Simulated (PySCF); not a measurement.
Compound: C5H6N2.
Structure used (GFN2-xTB), in Å, numbered top down from 1:
```
atom  x, y, z in Å
C1    -0.7279    1.9357   -0.4573
N2    -0.3291    1.1483    0.4329
C3    -0.2974   -0.2267    0.2914
C4    -1.3478   -0.9580   -0.0709
C5     1.0195   -0.8338    0.7230
C6     2.0210   -0.5470   -0.2744
N7     2.7907   -0.3055   -1.0838
H8    -1.0306    1.6282   -1.4612
H9    -0.7629    2.9909   -0.2278
H10   -1.3234   -2.0327   -0.0536
H11   -2.2804   -0.4953   -0.3431
H12    0.9283   -1.9159    0.8373
H13    1.3357   -0.3877    1.6699
```

The computed photoelectron lines, unassigned: C 1s: 290.26 (area 1), 291.99 (area 1), 292.02 (area 1), 292.22 (area 1), 292.38 (area 1) eV; N 1s: 404.96 (area 1), 405.53 (area 1) eV.

Level of theory: delta-SCF UKS SCAN, pcX-2 on the ionised atom, pcseg-1 elsewhere, spin-free X2C (PySCF 2.14.0). Geometry: GFN2-xTB, one conformer, isolated molecule.

Q: Assign the N 1s lines to atoms.

A: 404.96 eV: N7 (nitrile nitrogen); 405.53 eV: N2 (imine nitrogen). Lowest listed N 1s: N7, bonded to C (triple bond). Highest, 0.57 eV above it: N2, bonded to C (double bond) and C. Summing the Pauling electronegativity differences to the bonded atoms, each weighted by its formal bond order, gives -1.47 for the lowest site and -1.47 for the highest; the sum is the same at every site.

Bonded neighbours of each site: C1: N (double bond) and 2 H; N2: C (double bond) and C; C3: N, C (double bond) and C; C4: C (double bond) and 2 H; C5: 2 C and 2 H; C6: N (triple bond) and C; N7: C (triple bond).

Q: What is the C 1s shift of C1 against C6?

A: 292.02 − 292.22 = -0.20 eV, or -19 kJ/mol.

The unrestricted hole states depart most from a pure doublet (⟨S²⟩ = 0.75; over 0.85 named) for C 1s of C1 (0.87) and C 1s of C3 (0.85), which makes these values less certain.
